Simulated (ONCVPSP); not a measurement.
**Configuration tests for gallium (ONCV)**

ONCVPSP 4.0.1 input, shortened (lines: element, Z, core and valence counts, functional; n l f; lmax; l rc ep ncon nbas qcut; lloc lpopt rc5 dvloc0; l nproj debl; icmod fcfact rcfact), PBE, scalar-relativistic:

```
  Ga 31.00    5    2        4      upf
    1    0    2.00
    2    0    2.00
    2    1    6.00
    3    0    2.00
    3    1    6.00
    3    2   10.00
    4    0    1.00
    2
    0    1.55    0.00    3    6    4.30
    1    1.65    0.04    4    8    3.90
    2    0.95    0.00    5   10   16.60
    4    2    0.85    2.00
    0    2    1.70
    1    2    3.60
    2    3    3.60
    3    5.00    1.25
```

In the p channel the program set the typed energies aside and used 0.050, 3.650 Ha.

Energies are relative to the spin-unpolarised reference configuration 3d10 4s1; without spin polarisation the order of configurations can differ from experiment.

| valence configuration | charge | ΔE all-electron (eV) | error AE − PS (meV) |
| --- | --- | --- | --- |
| 3d10 4s2 4p1 | 0 | -26.817 | +51 |
| 3d10 4s2 | +1 | -21.128 | +16 |
| 3d10 4s1 4p2 | 0 | -20.279 | +71 |

(1) What are ΔE and the potential's error for 3d10 4s0?

Note: no bound ghost flagged; GHOST(+) flagged for s at 32.3 eV, p at 183.5 eV.

Results:

(1) ΔE = 31.272 eV all-electron; the error (AE − PS) is +34 meV.
